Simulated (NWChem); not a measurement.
AlH₃S; SMILES [AlH2][SH]

```xyz
5

Al     0.0174    -1.1197     0.0000
H      1.4228    -1.8470     0.0000
H     -1.3843    -1.8595     0.0000
S      0.0635     1.0659     0.0000
H     -1.2807     1.2079     0.0000
```
Atoms are numbered in this order, from 1.

Coordinates come from a PBE0/def2-SVP optimisation.

Symmetry labels are those of Cs in the frame above (b1 and b2, or b-type labels, depend on it).

List the 4 lowest vertical singlet excitations from B3LYP/def2-SVPD, TDA (NWChem).


| state | energy (eV) | oscillator strength | symmetry | leading excitation (squared amplitude) |
|---|---|---|---|---|
| S1 | 5.45 | 0.084 | a' | HOMO → LUMO (0.93) |
| S2 | 5.70 | 0.000 | a" | HOMO−1 → LUMO (0.96) |
| S3 | 5.91 | 0.001 | a" | HOMO−2 → LUMO (0.93) |
| S4 | 6.20 | 0.048 | a" | HOMO → LUMO+1 (0.88) |
